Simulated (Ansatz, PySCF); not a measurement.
GaI2, SMILES [I][Ga][I], multiplicity 2. Atoms are numbered in the order given.

```xyz
3

Ga     0.0000     0.0000     0.9733
I      0.0000    -2.2053    -0.2727
I      0.0000     2.2053    -0.2727
```
Charge 0, spin multiplicity 2.

Coordinates come from a PBE0-D3(BJ)/def2-SVP optimisation. The spin state was assumed, not searched. The isomer is the one that the SMILES or the coordinates give; other isomers of the formula were not compared. The def2 effective core potentials stand for the cores of I; spin–orbit coupling is left out.

Two levels are set side by side: PBE-D3(BJ)/def2-SVP (Ansatz, a first-principles code) and PBE0-D3(BJ)/def2-SVP (Ansatz). Each level has its own optimised geometry; the coordinates shown are those of the second. Frequencies come from the Hessian of PySCF at each geometry. Differences are taken from unrounded values.

| quantity | PBE0-D3(BJ) | PBE-D3(BJ) | PBE-D3(BJ) minus PBE0-D3(BJ) |
|---|---|---|---|
| mean bond length (Å) | 2.533 | 2.565 | 0.032 |
| bond Ga1–I2 (Å) | 2.533 | 2.565 | 0.032 |
| bond Ga1–I3 (Å) | 2.533 | 2.565 | 0.032 |
| highest harmonic wavenumber (cm⁻¹) | 261 | 246 | -15 |
| mean harmonic wavenumber (cm⁻¹) | 170 | 159 | -12 |
| zero-point energy (kcal/mol) | 0.73 | 0.68 | -0.05 |

Exact exchange shortens and stiffens bonds; PBE has none. Differences between two approximate levels are no errors against the true value.
